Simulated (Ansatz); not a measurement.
`[F][SbH][AlH2]` + H₂S → `[F][SbH][SH]` + `[AlH3]`  (cleavage of the Sb–Al bond)

Calculated with Ansatz (gas phase, PBE0-D4/def2-TZVP geometries, no zero-point term in ΔE). CBS: MP2 limit from def2 TZ/QZ plus the TZ coupled-cluster correction, frozen cores. This one scheme is used for every species. DFT in def2-TZVPP. B3LYP here is the variant with VWN-RPA as its local correlation; programs differ in this. HSE06 is defined as in plane-wave codes. def2 core potentials past Kr. For Sb outer-core shells are correlated without core-valence functions, which leaves a few kJ/mol of doubt a bond. Each species was taken in one conformer, which may not be the lowest.

| level | ΔE (kJ/mol) | difference from CCSD(T)/CBS |
| --- | --- | --- |
| revPBE-D4 | -15.2 | -3.1 |
| BLYP-D4 | -20.0 | -7.9 |
| r2SCAN0-D4 | -10.6 | 1.5 |
| BHLYP-D4 | -13.8 | -1.7 |
| ωB97X-V | -13.6 | -1.5 |
| PBE-QIDH | -8.9 | 3.2 |
| B3LYP | -14.0 | -1.9 |
| r2SCANh | -12.4 | -0.3 |
| HSE06 | -7.3 | 4.8 |
| BHLYP | -12.8 | -0.7 |
| RPA@PBE/def2-TZVPP | -10.5 | 1.6 |
| MP2/def2-SVP | -9.2 | 2.9 |
| CCSD(T)/def2-SVP | -3.7 | 8.4 |
| HF/def2-TZVPP | -12.8 | -0.7 |
| HF/CBS(def2) | -15.1 | -3.0 |
| MP2/CBS(def2) | -17.1 | -5.0 |
| CCSD(T)/CBS | -12.1 | 0 |

Largest T1 diagnostic among the species: 0.014.

From r2SCAN to r2SCAN0 (25 % exact exchange), in def2-TZVPP and without D4, ΔE moves by +3.5 kJ/mol. At CCSD(T), def2-SVP lies +8.4 kJ/mol from the extrapolated value and def2-TZVPP +3.2 kJ/mol.
